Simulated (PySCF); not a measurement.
Compound: [WO3(NH2)]- (charge -1 and singlet state).
Bonds: W1–O2, W1–O3, W1–O4, W1–N5. Hydrogens: H6, H7 on N5.

Computed by this run: PBE0-D3(BJ)/def2-SVP geometry optimisation, gas phase, def2 core potentials past Kr in PySCF 2.14.0; density fitting, grid level 1; the optimiser is geomeTRIC in internal coordinates, started from a GFN2-xTB structure with every atom displaced at random (about 0.03 Å).

Step 1: E = -9481.1835 eV
```
atom  x, y, z in Å  |  force x, y, z in eV/Å
W1      0.3415    0.6168    0.1863    3.669   0.710   1.642
O2      0.3076    0.5514    1.9800   -0.251   0.045  -2.050
O3      2.0778    0.5606   -0.3384   -2.779  -0.081   0.626
O4     -0.4283    2.0760   -0.3756   -0.245  -0.104   0.041
N5     -0.5792   -0.9493   -0.5946   -0.289  -0.564  -0.141
H6     -0.0796   -1.8362   -0.5859   -0.045   0.022  -0.037
H7     -1.5479   -1.1213   -0.3404   -0.061  -0.029  -0.081
```

Step 2: E = -9481.3480 eV
```
atom  x, y, z in Å  |  force x, y, z in eV/Å
W1      0.3750    0.6386    0.2061    1.083  -0.476  -0.217
O2      0.3062    0.5675    1.9553   -0.033   0.050  -0.138
O3      2.0602    0.5554   -0.3361   -1.020   0.032   0.292
O4     -0.4323    2.0760   -0.3586   -0.154   0.191  -0.029
N5     -0.5776   -0.9604   -0.5894    0.125   0.140   0.120
H6     -0.0866   -1.8518   -0.5911   -0.031   0.043   0.001
H7     -1.5531   -1.1272   -0.3547    0.030   0.020  -0.029
```

Step 3: E = -9481.3597 eV
```
atom  x, y, z in Å  |  force x, y, z in eV/Å
W1      0.3806    0.6265    0.2046   -0.318   0.422  -0.124
O2      0.3042    0.5655    1.9474    0.043  -0.043   0.292
O3      2.0348    0.5395   -0.3383    0.320  -0.025  -0.090
O4     -0.4416    2.0697   -0.3564    0.064  -0.101   0.018
N5     -0.5642   -0.9500   -0.5827   -0.081  -0.236  -0.044
H6     -0.0796   -1.8433   -0.5846   -0.017  -0.022  -0.021
H7     -1.5424   -1.1100   -0.3586   -0.011   0.005  -0.030
```

Problem. Estimate the geometry and energy of step 4. (The exact step hangs on the optimiser's Hessian estimate; all steps are aligned on step 3, rigid shifts and turns removed.)

Solution. E = -9481.3641 eV, largest force 0.140 eV/Å
```
atom  x, y, z in Å  |  force x, y, z in eV/Å
W1      0.3806    0.6341    0.2068   -0.131  -0.017   0.046
O2      0.3120    0.5719    1.9564    0.026   0.001  -0.066
O3      2.0398    0.5454   -0.3368    0.033   0.008  -0.020
O4     -0.4395    2.0743   -0.3566    0.027  -0.036   0.010
N5     -0.5680   -0.9581   -0.5835    0.059   0.032   0.054
H6     -0.0850   -1.8524   -0.5879   -0.009   0.000  -0.005
H7     -1.5480   -1.1172   -0.3669   -0.005   0.012  -0.019
```

The energy changes by -0.0043 eV. The first-order estimate −F·Δx gives -0.0095 eV and the mean of the old and new forces, exact on a quadratic surface, -0.0044 eV. The step makes an angle of 62° with the force vector and moves no atom by more than 0.014 Å.

The cost below is that of the whole optimisation. On one thread, AMD EPYC 9R14 (x86_64), no GPU, on a shared host, this took 46 s and 0.38 GiB of memory at its peak.
